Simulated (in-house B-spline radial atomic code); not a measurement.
How numerical settings move a run on Gd IV (Gd3+), [Xe] 4f7. Computed with an all-electron radial atomic-structure program (B-spline basis): Dirac-Kohn-Sham BLYP, spherical fractional occupations, Fermi nucleus of rms radius 5.1569 fm.

Command:
```bash
python run_scf.py task.json out
```
Settings of the sound reference run:
```
Z                64
electrons        61
configuration    [Xe] 4f7
hamiltonian      dirac
method           b88,lyp
spin_polarised   False
nucleus          fermi
rms_radius       5.1569
mass_number      158
atomic_mass      157.9241
speed_of_light   137.036
knot_spacing     0.22
spline_order     8
gauss_points     12
box_radius       16.22
max_iterations   70
damping          0.5
damped_steps     3
diis_vectors     10
tolerance        1e-08
start            Thomas-Fermi
```

Cost of the run: 2.1 s on 1 thread of Arm Neoverse N1, on a shared host.

It converges in 10 iterations to -11278.637210 hartree, with 4f7/2 at -33.145 eV. The other runs change the listed settings, some to values that make no sense; their results aren't properties of the atom or ion. Radii are in bohr (the nuclear one in fm), a minus after a letter asks for a j subshell, and «unchanged» means within 1e-8 hartree. The run stops when the residual is below 10 × tolerance × max(1, Z/10), or a noise floor if that is larger, and the energy moves by less than 1e-8 × √|E| hartree; so very loose and very tight tolerances often act alike.

| changed settings | outcome |
| --- | --- |
| knot_spacing = 1, max_iterations = 50, start = bare nucleus | converged in 11 iterations, energy +2.37e+02 hartree from the reference, 4f7/2 level -4.2e+01 eV (the program warns: 4f7/2 reaches the box edge; 2s1/2 reaches the box edge) |
| damped_steps = 8 | converged in 14 iterations, energy unchanged, 4f7/2 level -1.1e-06 eV |
| spline_order = 4 | converged in 10 iterations, energy +7.77e-03 hartree from the reference, 4f7/2 level -2.1e-03 eV |
| spline_order = 3 | converged in 10 iterations, energy +3.94e-01 hartree from the reference, 4f7/2 level -7.6e-02 eV |
| spline_order = 10 | converged in 10 iterations, energy -4.96e-06 hartree from the reference, 4f7/2 level -2.6e-06 eV |
| damped_steps = 30 | converged in 18 iterations, energy unchanged, 4f7/2 level +4.6e-06 eV |
| gauss_points = 4, max_iterations = 60, start = bare nucleus | converged in 12 iterations, energy +3.87e-06 hartree from the reference, 4f7/2 level +9.8e-06 eV |
| spline_order = 6, box_radius = 8.11, max_iterations = 100, start = bare nucleus | converged in 12 iterations, energy +1.80e-05 hartree from the reference, 4f7/2 level +6.4e-06 eV |
| max_iterations = 12 | converged in 10 iterations, energy unchanged |
| method = hf, spin_polarised = True | stopped with error: spin polarisation is not served with the Dirac Hamiltonian |
| max_iterations = 2 | not converged after 2 iterations, last residual 1.1e+00, last energy +2.74e+01 hartree from the reference |
| damped_steps = 1 | converged in 10 iterations, energy unchanged, 4f7/2 level +2.4e-05 eV |
| max_iterations = 8 | not converged after 8 iterations, last residual 6.5e-05, last energy +1.18e-07 hartree from the reference |
| spline_order = 6 | converged in 10 iterations, energy +1.80e-05 hartree from the reference, 4f7/2 level -1.3e-05 eV |
| electrons = 62, configuration = [Xe] 4f7 3f1, max_iterations = 60 | stopped with error: there is no 3f shell |

Problem. What happens with electrons = 64, configuration = [Xe] 4f7 6s3, max_iterations = 50?

Solution. Stopped with error: shell 6s holds at most 2 electrons.

Problem. What happens with max_iterations = 3?

Solution. Not converged after 3 iterations, last residual 2.2e-01, last energy +9.57e-01 hartree from the reference.

Problem. What happens with spline_order = 5?

Solution. Converged in 10 iterations, energy +2.68e-04 hartree from the reference, 4f7/2 level -8.3e-05 eV.

Problem. What happens with box_radius = 0.65, first_knot = 0.0469, max_iterations = 5?

Solution. Not converged after 5 iterations, last residual 1.8e-02, last energy +1.22e+03 hartree from the reference.
